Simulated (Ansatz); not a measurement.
Si₄Ni₃. The state is a singlet with charge 0. Geometry r2SCAN-D4/def2-SVP; atoms count from 1.

```xyz
7

Ni   -1.8261    0.6237   -0.4124
Ni    1.6809    0.9628   -0.3770
Ni    0.1150   -1.3732    1.6168
Si   -0.0760    0.6863    0.9177
Si   -1.0567   -1.4213   -0.2729
Si   -0.1531    1.7136   -1.2253
Si    1.3159   -1.1921   -0.2468
```

The restricted singlet is unstable towards broken spin symmetry in Hartree–Fock (as tested in another run); at PBE0-D4/def2-TZVP this wasn't settled. At PBE0-D4/def2-TZVP a triplet of charge 0 lies 0.22 eV below the restricted singlet, each at its own geometry. That triplet is doubtful there (⟨S²⟩ 2.47, where a pure state has 2.00). The structure comes from a short search, and lower isomers may exist.

Question: Estimate the Mulliken populations from the PBE0/def2-TZVP orbitals of Ansatz.

Answer: 
```csv
atom,charge (e),d electrons
Ni1,0.03,9.07
Ni2,0.03,9.07
Ni3,0.04,9.12
Si4,0.07,–
Si5,-0.06,–
Si6,-0.05,–
Si7,-0.06,–
```
Mulliken values and Mayer orders depend strongly on the basis.

Question: And the Mayer bond orders between bonded heavy atoms (over 0.3)?

Answer: Ni1–Si4 0.77 (2.20 Å); Ni1–Si5 0.83 (2.19 Å); Ni1–Si6 0.95 (2.16 Å); Ni2–Si4 0.77 (2.20 Å); Ni2–Si6 0.95 (2.16 Å); Ni2–Si7 0.83 (2.19 Å); Ni3–Si4 0.78 (2.18 Å); Ni3–Si5 0.78 (2.22 Å); Ni3–Si7 0.78 (2.22 Å); Si4–Si5 0.39 (2.61 Å); Si4–Si6 0.81 (2.38 Å); Si4–Si7 0.39 (2.61 Å); Si5–Si7 0.97 (2.38 Å).
